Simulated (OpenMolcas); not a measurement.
**3d ions of charge +2 along the row**

- Program: OpenMolcas
- Method: MS-CASPT2, IPEA 0.25 Eh, imaginary shift 0.1 Eh
- Basis: ANO-R3
- Scalar Hamiltonian: X2C, finite nucleus
- Spin-orbit coupling: state interaction with AMFI integrals over the reference wave functions, term energies averaged over their components

Active space: the 3d shell; CASPT2 also correlates the outermost closed s and p core shells.

B and C come from two terms' centres of gravity (d2, d8: 3P = 15B, 1G = 12B + 2C; d3, d7: 4P = 15B, 2G = 4B + 3C; d4, d6: 3G = 9B + 4C, 3H = 4B + 4C; d5: 4D = 17B + 5C, 4G = 10B + 5C, above the ground term), where all their levels are at least 80 % pure. ζ = ±2S·A comes from the whole width of the ground multiplet by E(J) = (A/2) J(J+1), where its levels are at least 85 % pure. Energies in cm-1.

```
 Ion  Configuration  Lowest level  Weight (%)     B  B measured     C  C measured    ζ  ζ measured
 V2+            3d³        ⁴F_3/2         100   773         755  2634        2910  182         167
Cr2+            3d⁴           ⁵D₀         100   721         691  3557        3575  250         230
Mn2+            3d⁵        ⁶S_5/2         100   809              3833                             
Fe2+            3d⁶           ⁵D₄         100   925         917  3951        4040  416         411
Co2+            3d⁷        ⁴F_9/2         100  1008         971  3966        4209  533         533
```

Measured columns use the levels in Sugar and Corliss, J. Phys. Chem. Ref. Data 7, 1191 (1978) (V2+); Sugar and Corliss, J. Phys. Chem. Ref. Data 6, 317 (1977) (Cr2+); Corliss and Sugar, J. Phys. Chem. Ref. Data 11, 135 (1982) (Fe2+); Sugar and Corliss, J. Phys. Chem. Ref. Data 10, 1097 (1981) (Co2+).

The computed B goes from 773 (V2+) to 1008 cm-1 (Co2+), a factor of 1.30, though not at every step. It departs from the measured column by +1 to +4 %. The Trees term is left out, which lowers the B read from the levels of every ion, most for d4 to d6. The pair of terms that fixes B changes along the row, so steps between ions also reflect that choice.

The computed ζ goes from 182 (V2+) to 533 cm-1 (Co2+), a factor of 2.93, rising at every step. It departs from the measured column by 0 to +9 %.

CASPT2 does not keep the components of a term degenerate, so their means are used; among the low terms the widest spread is 1300 cm-1 (3d⁴ ¹I, Cr2+). The CASPT2 spread within a term exceeds the gap to the next term for 3d⁴ ³D and 3d⁴ ¹I, 3d⁴ ³F(2) and 3d⁴ ³P(2), so the order of their levels is uncertain, and so are names and mixing where such terms share a J (figures for Cr2+; the like holds for Fe2+, Co2+). Blocks of more than 70 roots (2S+1 = 2 even) ran without multistate coupling (holds for Mn2+). Some levels mix across a computed gap that differs much from the measured one, so their mixing is not that of the real levels (holds for Mn2+). Measured partners are found by configuration, term and J. A level has none where our copy of the source lacks it or the pairing is in doubt (some pairs that miss far off the trend of their configuration count as doubtful), and it then counts in no deviation. Levels of configurations outside the active space are missing.

A number in round brackets counts repeated terms of one configuration in the order of the reference energies.
